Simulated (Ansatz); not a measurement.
`CNBF` + HCl → `CNBCl` + H–F at 500 K and 1 bar (ligand exchange at a B–F bond).

Computed with Ansatz on PBE0-D4/def2-TZVP structures; ΔE is electronic, products minus reactants. CBS: MP2 limit from def2 TZ/QZ plus the TZ coupled-cluster correction, frozen cores. This one scheme is used for every species. One conformer a species, not always the lowest.

```json
{"species": "`CNBF`", "CCSD(T)/CBS energy (Eh)": "-220.44549", "H − E (kJ/mol)": "220.6", "S (J/(mol·K))": "337.0"}
{"species": "HCl", "CCSD(T)/CBS energy (Eh)": "-460.38127", "H − E (kJ/mol)": "32.5", "S (J/(mol·K))": "201.9"}
{"species": "`CNBCl`", "CCSD(T)/CBS energy (Eh)": "-580.41629", "H − E (kJ/mol)": "218.4", "S (J/(mol·K))": "350.1"}
{"species": "H–F", "CCSD(T)/CBS energy (Eh)": "-100.39570", "H − E (kJ/mol)": "39.4", "S (J/(mol·K))": "188.7"}
```

H − E and S are ideal-gas, rigid-rotor, harmonic terms from PBE0-D4/def2-TZVP, for one conformer and one mirror image of each species. 1 Eh = 2625.50 kJ/mol, R = 8.31446 J/(mol·K).

Task: By hand: ΔE, ΔH, ΔS and ΔG.

Result: ΔE = (-580.41629) + (-100.39570) − (-220.44549) − (-460.38127) = 0.01477 Eh = 38.8 kJ/mol. Δ(H − E) = 218.4 + 39.4 − 220.6 − 32.5 = 4.7, so ΔH = 43.5 kJ/mol. ΔS = 350.1 + 188.7 − 337.0 − 201.9 = -0.1 J/(mol·K). ΔG = 43.5 − 500 × (-0.1)/1000 = 43.5 kJ/mol.

Task: By hand: the equilibrium constant, and the temperature at which ΔG would vanish if ΔH and ΔS stayed fixed.

Result: log₁₀ K = −ΔG/(RT ln 10) = -4.5. ΔH and −TΔS have one sign here, so there is no such temperature. One of them is within its doubt of zero, so this could turn.

The number of gas molecules stays the same, so ΔS is small and ΔH decides. A doubt of 5 kJ/mol in ΔE shifts log₁₀ K by 0.5 here. Other conformers and mirror images would add mixing entropy, several J/(mol·K) or more a flexible species. These are equilibria of isolated gas molecules and say nothing of rates. Largest T1 diagnostic: 0.012 (customary marks: 0.02 for closed shells, 0.045 for open ones).
